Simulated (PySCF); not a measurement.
First hyperpolarisability: SMILES CCCC(=O)OC, C5H10O2

Molfile (atoms numbered from 1):
```
C5H10O2
     RDKit          3D

 17 16  0  0  0  0  0  0  0  0999 V2000
   -2.2887    0.5579    0.1668 C   0  0  0  0  0  0  0  0  0  0  0  0
   -1.6949   -0.7918   -0.2059 C   0  0  0  0  0  0  0  0  0  0  0  0
   -0.3924   -1.1009    0.5153 C   0  0  0  0  0  0  0  0  0  0  0  0
    0.7576   -0.2352    0.0694 C   0  0  0  0  0  0  0  0  0  0  0  0
    0.7761    0.4517   -0.9188 O   0  0  0  0  0  0  0  0  0  0  0  0
    1.7980   -0.3363    0.9066 O   0  0  0  0  0  0  0  0  0  0  0  0
    2.9484    0.4096    0.5519 C   0  0  0  0  0  0  0  0  0  0  0  0
   -2.4895    0.6227    1.2487 H   0  0  0  0  0  0  0  0  0  0  0  0
   -1.6044    1.3759   -0.1034 H   0  0  0  0  0  0  0  0  0  0  0  0
   -3.2396    0.7329   -0.3584 H   0  0  0  0  0  0  0  0  0  0  0  0
   -1.5098   -0.8263   -1.2914 H   0  0  0  0  0  0  0  0  0  0  0  0
   -2.4171   -1.5939    0.0166 H   0  0  0  0  0  0  0  0  0  0  0  0
   -0.0811   -2.1455    0.3421 H   0  0  0  0  0  0  0  0  0  0  0  0
   -0.4914   -1.0026    1.6088 H   0  0  0  0  0  0  0  0  0  0  0  0
    2.7197    1.4846    0.5034 H   0  0  0  0  0  0  0  0  0  0  0  0
    3.6950    0.2154    1.3308 H   0  0  0  0  0  0  0  0  0  0  0  0
    3.3337    0.0969   -0.4301 H   0  0  0  0  0  0  0  0  0  0  0  0
  1  2  1  0
  2  3  1  0
  3  4  1  0
  4  5  2  0
  4  6  1  0
  6  7  1  0
  1  8  1  0
  1  9  1  0
  1 10  1  0
  2 11  1  0
  2 12  1  0
  3 13  1  0
  3 14  1  0
  7 15  1  0
  7 16  1  0
  7 17  1  0
M  END
```

Method used: quadratic response CAM-B3LYP/aug-cc-pVDZ first hyperpolarisability, Taylor convention, gas phase in PySCF 2.14.0. Geometry: PBE0-D3(BJ)/def2-SVP.

Question: Give β for the processes computed.

Answer: In 10⁻³⁰ esu, Taylor convention; the vector part is βᵢ = ⅓ Σⱼ (βᵢⱼⱼ + βⱼᵢⱼ + βⱼⱼᵢ); β∥ is 3/5 of the vector part along the dipole, the dipole points from − to +:
```
                   process  λ (nm)  β vector norm    β∥  β HRS  depolarisation ratio
           static β(0;0,0)       ∞           0.19  0.01   0.17                  1.84
second harmonic β(−2ω;ω,ω)    1907           0.20  0.01   0.18                  1.84
         Pockels β(−ω;ω,0)    1907           0.19  0.01      –                     –
second harmonic β(−2ω;ω,ω)    1064           0.22  0.02   0.19                  1.85
         Pockels β(−ω;ω,0)    1064           0.20  0.01      –                     –
```

Question: Which lowest excitations, dipole and polarisabilities go with it?

Answer: S1 5.96 eV (f = 0.001); S2 7.28 eV (f = 0.015); S3 7.87 eV (f = 0.017); dipole 1.69 D; isotropic α 69.9 au static, 70.1 au at 1907 nm, 70.4 au at 1064 nm, 70.5 au at 953.5 nm, 71.8 au at 532 nm.
